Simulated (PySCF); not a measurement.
trisilylamine (H9NSi3), SMILES [SiH3]N([SiH3])[SiH3]. Heavy atoms are numbered as in [SiH3:1][N:2]([SiH3:3])[SiH3:4]. Hydrogens are named by the atom that carries them.

Geometry optimised at B3LYP-D3(BJ)/def2-SVP. A frequency run showed that this geometry is not a minimum.

These are B3LYP/pcSseg-1 run with PySCF values and carry that method's errors.

GIAO shieldings, no solvent; atoms alike by connectivity are averaged. δ = σ(ref) − σ: ²⁹Si against TMS (σ = 338.7 ppm); ¹⁵N against NH3 (σ = 265.5 ppm); ¹H against TMS (σ = 31.68 ppm), references at their B3LYP-D3(BJ)/def2-TZVP geometries, non-relativistic.

```tsv
nucleus	atoms	count	δ (ppm)
²⁹Si	Si1 (SiH3)	3	-42.4
¹⁵N	N2	1	0.7
¹H	H on Si1	9	4.95
```
